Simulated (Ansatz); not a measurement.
`[CH3][GeH2][CH2]S` and `[CH3][GeH2][CH2][AlH2]` differ in one atom or group.

Ansatz, PBE0-D4/def2-TZVP geometries, multiplicity 1. Each molecule was computed in one conformer, which needn't be the lowest.

Scalar relativity is left out up to krypton.

| property | `[CH3][GeH2][CH2]S` |
| --- | --- |
| size of the dipole moment (B3LYP/def2-TZVPP) / D | 1.03 |
| HOMO–LUMO gap (PBE/def2-TZVPP) / eV | 4.86 |
| LUMO energy (PBE/def2-TZVPP) / eV | -0.60 |
| HOMO–LUMO gap (PBE0/def2-TZVPP) / eV | 6.97 |
| LUMO energy (PBE0/def2-TZVPP) / eV | 0.31 |
| HOMO energy (ωB97M-V/def2-TZVPP) / eV | -8.87 |

Problem. What does the change do to each property? (Best estimate.)

Solution. Computed: 
| property | `[CH3][GeH2][CH2][AlH2]` | shift |
| --- | --- | --- |
| size of the dipole moment (B3LYP/def2-TZVPP) / D | 2.14 | 1.11 |
| HOMO–LUMO gap (PBE/def2-TZVPP) / eV | 4.94 | 0.08 |
| LUMO energy (PBE/def2-TZVPP) / eV | -1.37 | -0.77 |
| HOMO–LUMO gap (PBE0/def2-TZVPP) / eV | 6.89 | -0.08 |
| LUMO energy (PBE0/def2-TZVPP) / eV | -0.59 | -0.90 |
| HOMO energy (ωB97M-V/def2-TZVPP) / eV | -9.65 | -0.78 |

With PBE0 the HOMO falls by 0.81 eV and the LUMO falls by 0.90 eV, so the gap narrows by about 0.09 eV. PBE moves the HOMO by -0.85 eV and ωB97M-V by -0.78 eV. Dipoles are sizes alone; their direction can turn.

B3LYP here is the variant with VWN-RPA as its local correlation; programs differ in this.
